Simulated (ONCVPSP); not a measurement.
**Potentials for Zn compared**

Generated with ld1.x 7.5 (TM, RRKJ, ultrasoft, PAW), atompaw 4.2 or ONCVPSP 4.0.1. The cutoff is in Ry: for ld1.x and atompaw files where the sum of valence levels is converged to 10 mRy in a Bessel basis, for ONCV files where the hardest occupied wave has 1 mHa per electron of residual kinetic energy. The error is the largest all-electron minus pseudo excitation energy over each file’s own four to seven test configurations (ionisations up to +4, promotions, holes and added fractions of an electron), all of which were solved. The labels leave out finer settings (local radius, basis sizes, second energies), which also bear on the numbers. Spin-polarised tests are not counted. The rows are a selection from randomly drawn settings: files with unsolved tests, undetermined cutoffs or missed reference levels are left out.

A true bound ghost makes a file unfit for plane-wave use even where its test errors are small: the radial tests pick states by their node count and pass the ghost by.

```csv
potential,cutoff (Ry),largest error (meV),bound ghosts
"ONCV, PBEsol, scalar-relativistic, rc 1.10/0.70/1.20 (spd), local smoothed, core correction yes, reference 3s2 3p6 3d10 4s1.5, qcut 14.1/9.4/10.6, projectors 2/2/1",239,-403,none
"ONCV, PBEsol, scalar-relativistic, rc 1.70/1.50/1.20 (spd), local smoothed, core correction yes, reference 3d10 4s1, qcut 3.9/4.7/10.6, projectors 2/2/2",238,-189,p
"ONCV, PBEsol, scalar-relativistic, rc 1.05/0.65/1.30 (spd), local smoothed, core correction yes, reference 3s2 3p6 3d10 4s2, qcut 8.8/11.7/11.8, projectors 2/2/2",291,-144,none
"ONCV, PBE, scalar-relativistic, rc 1.15/1.15/1.05 (spd), local smoothed, core correction yes, reference 3s2 3p6 3d10 4s2, qcut 12.7/14.5/17.5, projectors 3/2/2",208,+7.1,none
"ONCV, PBE, non-relativistic, rc 0.95/0.80/0.85 (spd), local smoothed, core correction yes, reference 3s2 3p6 3d10 4s1, qcut 12.7/18/20.2, projectors 2/2/2",288,+3.5,none
"ONCV, LDA (Perdew-Zunger), scalar-relativistic, rc 1.70/0.85/1.35 (spd), local smoothed, core correction no, reference 3p6 3d10 4s1.5, qcut 3.7/12.7/12, projectors 2/2/2",114,-18,s
```

Q: Fill in the row for Zn: ONCV, PBE, scalar-relativistic, rc 1.25/0.80/1.15 (spd), local smoothed, core correction yes, reference 3s2 3p6 3d10 4s1, qcut 9.7/21.6/10.8, projectors 3/2/2.

A: cutoff 345 Ry, largest error +6.6 meV, bound ghosts: none.

Q: Fill in the row for Zn: ONCV, PBE, scalar-relativistic, rc 2.35/0.85/0.85 (spd), local smoothed, core correction yes, reference 3p6 3d10 4s2, qcut 2.3/18.6/17, projectors 2/2/2.

A: cutoff 253 Ry, largest error -414 meV, bound ghosts: s.
